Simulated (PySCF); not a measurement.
Gas-phase reaction: WF₆ + 3 O₃ ⇌ WO₃ + 6 FO

Method: PySCF energies (xtb for GFN2) plus ideal-gas RRHO corrections (1 bar). † marks an energy on the PBE0/def2-TZVP geometry and frequencies; other levels use their own. Open shells (unrestricted): FO (multiplicity 2, electronic degeneracy 4); the rest are closed-shell singlets. GFN2 has no spin-polarisation term. Spin-orbit splitting is ignored; it lowers the true energy and changes the entropy of FO. W: scalar-relativistic def2 core potential, no spin-orbit coupling. The harmonic model lacks anharmonicity and excited electronic states, which grow with temperature; levels with a mode under 35 cm⁻¹ are left out. Strong static correlation: O₃.

```
level               ΔE electronic, kJ  ΔH°(298 K), kJ  ΔS°(298 K), J/K  ΔG°(1600 K), kJ
------------------  -----------------  --------------  ---------------  ---------------
GFN2-xTB                         2814            2794              512             1993
M06-2X/def2-TZVP†                1532            1509              525              682
PBE0/def2-QZVP†                  1572            1549              525              722
ωB97M-V/def2-TZVP†               1573            1551              525              724
ωB97X-V/def2-TZVP†               1558            1535              525              708
```
ΔH° is lowest at M06-2X/def2-TZVP† and highest at GFN2-xTB. No reference value is set beside these.
